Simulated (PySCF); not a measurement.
Correlation energy of In³⁺ (indium, charge +3)

[Kr] 4d10, closed-shell 1S. Calculation: PySCF 2.14, in x2c-QZVPPall; scalar relativity by spin-free X2C-1e. Frozen: [Ar] 3d10; 18 electrons correlated.

MP2 pair energies summed by pair of shells (mhartree):

```tsv
pair	energy	share (%)
4d-4d	-330.91	59.1
4p-4d	-127.77	22.8
4p-4p	-43.79	7.8
4s-4d	-33.91	6.1
4s-4p	-19.32	3.5
4s-4s	-3.96	0.7
```

Total MP2 correlation energy: -559.67 mhartree.

Same-spin part -187.58 and opposite-spin part -372.09 mhartree; SCS-MP2 scales them by 1/3 and 6/5 to -509.03 mhartree.

This basis was not built for core-valence correlation, so the inner-shell part is incomplete.
